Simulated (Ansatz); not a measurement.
The pair A = H2S (SMILES S) (first 3 atoms), B = C3H6 (SMILES C=CC); geometry from B3LYP-D3(BJ)/def2-TZVP.
(charge 0, multiplicity 1):
```tsv
atom	x (Å)	y (Å)	z (Å)
S	0.1223	0.4633	0.7293
H	0.6505	0.1531	1.9271
H	1.2451	0.1330	0.0720
C	1.1659	0.1878	4.5291
C	0.0679	-0.5515	4.4198
C	-1.3051	-0.0206	4.1599
H	1.1326	1.2681	4.4401
H	2.1341	-0.2582	4.7176
H	0.1517	-1.6308	4.5171
H	-1.9892	-0.2958	4.9675
H	-1.3034	1.0662	4.0666
H	-1.7191	-0.4449	3.2405
```

Frozen-core correlation. MP2 and its Hartree–Fock in aug-cc-pV(T+d)Z are density fitted.

Run with Ansatz (Gaussian orbitals). 

The counterpoise-corrected interaction energy is E(AB) − E(A in the pair's basis) − E(B in the pair's basis). Total energies (hartree):

| level | AB | A in the pair's basis | B in the pair's basis |
|---|---|---|---|
| HF/aug-cc-pV(D+d)Z | -515.7883249 | -398.7023921 | -117.0870485 |
| MP2/aug-cc-pV(D+d)Z | -516.3837434 | -398.8598260 | -117.5204097 |
| HF/aug-cc-pV(T+d)Z | -515.8321870 | -398.7158282 | -117.1175187 |
| MP2/aug-cc-pV(T+d)Z | -516.5495604 | -398.9112941 | -117.6341087 |
| CCSD(T)/aug-cc-pV(D+d)Z | -516.4698976 | -398.8889588 | -117.5782511 |

Question: Work out the counterpoise-corrected interaction energy at the basis-set limit: extrapolate the MP2 correlation part as X⁻³, take Hartree–Fock from the larger set, and add the CCSD(T) − MP2 difference of aug-cc-pV(D+d)Z.

Answer: 
1. Differences (1 hartree = 627.509 kcal/mol): HF/aug-cc-pV(D+d)Z 0.700; MP2/aug-cc-pV(D+d)Z -2.201; HF/aug-cc-pV(T+d)Z 0.728; MP2/aug-cc-pV(T+d)Z -2.609; CCSD(T)/aug-cc-pV(D+d)Z -1.687.
2. Correlation parts, MP2 less HF: -2.901 in aug-cc-pV(D+d)Z (X = 2), -3.337 in aug-cc-pV(T+d)Z (X = 3).
3. Limit (3³·(-3.337) − 2³·(-2.901))/(3³ − 2³) = -3.520; with HF/aug-cc-pV(T+d)Z it gives -2.792.
4. CCSD(T) less MP2 in aug-cc-pV(D+d)Z: 0.515.
Result: -2.28 kcal/mol, against -2.20 at MP2/aug-cc-pV(D+d)Z. It is an estimate of this method's limit, not of the exact value.

Ansatz is a quantum-chemistry and plane-wave program.
